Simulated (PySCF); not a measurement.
W(OH)4(H)2 (H6O4W), SMILES [OH][WH2]([OH])([OH])[OH], multiplicity 1.

Geometry optimised at PBE0-D3(BJ)/def2-SVP. The multiplicity is an assumed one; no other spin state was optimised. The structure was generated by enumeration; whether it is a known compound was not checked. The def2 effective core potentials stand for the cores of W; spin–orbit coupling is left out. One conformer was computed; it need not be the lowest.

Computed with r2SCAN/def2-TZVP run with PySCF.

Symmetry labels are those of the subgroup C2 that the program uses (full group C2).

Computed valence orbital energies around the gap with their symmetry:
```json
[
 {"orbital": "HOMO−7", "symmetry": "B", "energy (eV)": "-9.54"},
 {"orbital": "HOMO−6", "symmetry": "A", "energy (eV)": "-9.30"},
 {"orbital": "HOMO−5", "symmetry": "B", "energy (eV)": "-8.64"},
 {"orbital": "HOMO−4", "symmetry": "B", "energy (eV)": "-8.05"},
 {"orbital": "HOMO−3", "symmetry": "A", "energy (eV)": "-7.98"},
 {"orbital": "HOMO−2", "symmetry": "B", "energy (eV)": "-7.85"},
 {"orbital": "HOMO−1", "symmetry": "A", "energy (eV)": "-7.52"},
 {"orbital": "HOMO", "symmetry": "B", "energy (eV)": "-6.46"},
 {"orbital": "LUMO", "symmetry": "B", "energy (eV)": "-2.49"},
 {"orbital": "LUMO+1", "symmetry": "A", "energy (eV)": "-2.12"},
 {"orbital": "LUMO+2", "symmetry": "A", "energy (eV)": "-1.67"},
 {"orbital": "LUMO+3", "symmetry": "B", "energy (eV)": "0.42"}
]
```
